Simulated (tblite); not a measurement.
Species: CH6FO3Si3 (doublet state).
Numbering: `[CH2:1][Si:2]1([F:3])[O:4][SiH2:5][O:6][SiH2:7][O:8]1` (hydrogens: H9, H10 on C1; H11, H12 on Si5; H13, H14 on Si7)

Computed with GFN2-xTB (tblite), gas phase: L-BFGS steps from a force-field or distance-geometry start until the largest atomic force falls under 0.01 eV/Å.

Geometry at step 3:
```
atom  x, y, z in Å
C1      2.7641   -0.1399    0.1266
Si2     0.9742   -0.2551    0.5749
F3      0.9568   -0.8478    2.0685
O4      0.1473   -1.2584   -0.3897
Si5    -1.4012   -1.2112   -0.9026
O6     -1.8986    0.3198   -0.6602
Si7    -1.3094    1.5717    0.1955
O8      0.2225    1.1782    0.5785
H9      3.0777    0.1700   -0.8510
H10     3.5251   -0.3842    0.8513
H11    -2.2062   -2.1369   -0.1114
H12    -1.4551   -1.5524   -2.3146
H13    -1.3186    2.7930   -0.6055
H14    -2.0793    1.7528    1.4175
```

Problem. What forces act on the atoms?

Solution. 
| atom | Fx (eV/Å) | Fy (eV/Å) | Fz (eV/Å) |
| --- | --- | --- | --- |
| C1 | -0.271 | 0.023 | -0.004 |
| Si2 | 0.485 | -0.044 | -0.037 |
| F3 | -0.257 | 0.016 | 0.004 |
| O4 | -0.035 | -0.185 | 0.010 |
| Si5 | -0.091 | -0.108 | 0.097 |
| O6 | -0.228 | 0.022 | -0.103 |
| Si7 | -0.182 | 0.188 | 0.026 |
| O8 | 0.062 | 0.111 | 0.142 |
| H9 | 0.185 | -0.016 | 0.043 |
| H10 | -0.145 | 0.074 | -0.232 |
| H11 | 0.066 | 0.157 | 0.145 |
| H12 | 0.204 | 0.249 | -0.027 |
| H13 | 0.199 | -0.281 | -0.132 |
| H14 | 0.007 | -0.206 | 0.066 |

The largest, 0.49 eV/Å, acts on Si2; the rms over all components is 0.159 eV/Å. The forces sum to zero within rounding, as they must for an isolated molecule in no field.

Problem. Give the force on Si2 in Eh/bohr and in nN.

Solution. 0.488 eV/Å ÷ 51.422 = 0.00950 Eh/bohr, and 0.488 eV/Å × 1.602 = 0.78 nN.

Problem. How far is this geometry from the end of the optimisation?

Solution. 0.128 eV above it, and 0.207 Å rms away after alignment. The bonds farthest from their final lengths, with half the difference of the two atoms' forces along the bond (positive lengthens):

```json
{"bond": "C1–Si2", "now (Å)": "1.849", "final (Å)": "1.841", "force along bond (eV/Å)": "-0.37"}
{"bond": "Si5–H11", "now (Å)": "1.460", "final (Å)": "1.452", "force along bond (eV/Å)": "-0.11"}
{"bond": "Si7–H13", "now (Å)": "1.461", "final (Å)": "1.454", "force along bond (eV/Å)": "-0.15"}
{"bond": "C1–H10", "now (Å)": "1.079", "final (Å)": "1.073", "force along bond (eV/Å)": "-0.04"}
{"bond": "O4–Si5", "now (Å)": "1.632", "final (Å)": "1.628", "force along bond (eV/Å)": "+0.01"}
{"bond": "Si2–F3", "now (Å)": "1.607", "final (Å)": "1.604", "force along bond (eV/Å)": "+0.01"}
```

The angle farthest from its final value is H13–Si7–H14, 110.7° against 120.2°.

The cost below is that of the whole relaxation. Hardware: one thread of an Arm Neoverse V2, shared host. Cost: 0.42 s.
